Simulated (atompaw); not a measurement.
cadmium (Cd): one change to a PAW (atompaw) potential, before and after

| Item | Value |
| --- | --- |
| Element | cadmium (Cd) |
| Generator | atompaw 4.2.0.5 |
| Type | PAW |
| Functional | LDA (PW92) |
| Relativity | scalar-relativistic |
| Frozen core | [Ar] 3d10 4s2 |
| Valence charge | 18 |
| Reference configuration | 4p6 4d10 5s1.75 5p0.25 |
| Partial waves | 5s (bound): rc 2.35 bohr; 5s channel at 1.35 Ry: rc 2.35 bohr; 4p (bound): rc 1.45 bohr; 5p (bound): rc 1.75 bohr; 4d (bound): rc 1.65 bohr; 4d channel at 0.8 Ry: rc 2.35 bohr |
| Local potential | bessel scheme, radius 2.10 bohr |
| Core correction | smooth core density matched at 1.95 bohr |
| Augmentation charge | sinc compensation charge, radius 1.75 bohr; PAW radius 2.35 bohr; waves and projectors: custom polynom vanderbiltortho |

Change: all radii scaled by about 0.94 (s 2.20, p 1.36, d 1.54 bohr); local potential bessel scheme, radius 1.96 bohr; augmentation sinc compensation charge, radius 1.64 bohr; PAW radius 2.20 bohr; waves and projectors: custom polynom vanderbiltortho; core correction smooth core density matched at 1.82 bohr.

Cutoffs: the cutoffs (Ry, on a coarse ladder) from which the occupation-weighted sum of valence levels, in a spherical-Bessel basis at the reference potential, stays within 10 and 1 mRy of its value at 400 Ry; they do not see the model core or the augmentation charge, which bear on the density cutoff.

What does the change do?

The potential gets harder (60 Ry and 100 Ry → 70 Ry and 110 Ry); neither file shows a bound ghost. A smaller radius makes the pseudo-wave follow the all-electron one further in, where it bends more sharply, so more plane waves are needed.

```tsv
quantity	base	changed
cutoff, loose	60 Ry	70 Ry
cutoff, tight	100 Ry	110 Ry
loose cutoff by channel (10 mRy a level)	s 6 Ry, p 35 Ry, d 35 Ry	s 8 Ry, p 35 Ry, d 35 Ry
bound ghosts	none	none
lowest overlap eigenvalue by channel	s 0.23, p 0.29, d 0.52	s 0.32, p 0.34, d 0.46
```

 The cutoffs see the waves, projectors and local potential, not the compensation charge or the core.
